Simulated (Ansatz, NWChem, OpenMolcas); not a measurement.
**How basis sets differ on AlSi2H5O (SMILES [SiH3][Al]1[O][SiH2]1)**

AlSi2H5O: 9 atoms, total charge 0, spin state singlet. As SMILES, `[SiH3][Al]1[O][SiH2]1`. The shape is that of a PBE0-D4/def2-TZVP optimisation.

Each level gives the HOMO–LUMO gap (eV). The values are calculated.

| level | kind | program | value (eV) | CPU time |
| --- | --- | --- | --- | --- |
| HF/ANO-R0 (sfX2C) | Hartree–Fock | OpenMolcas | 9.53 | 5.2 s |
| HF/ANO-RCC-MB (DKH2) | Hartree–Fock | OpenMolcas | 10.11 | 5.7 s |
| HF/STO-3G | Hartree–Fock | NWChem | 10.66 | 2.7 s |
| HF/3-21G | Hartree–Fock | NWChem | 9.56 | 3.2 s |
| HF/6-31G* (spherical functions) | Hartree–Fock | Ansatz | 9.40 | 2.3 s |

The values span 9.40 to 10.66 eV. A Hartree–Fock LUMO above zero doesn't converge with the basis: it sinks as sets grow more diffuse. Orbital gaps aren't excitation energies. CPU times are rough (shared hosts, several kinds of processor and program).
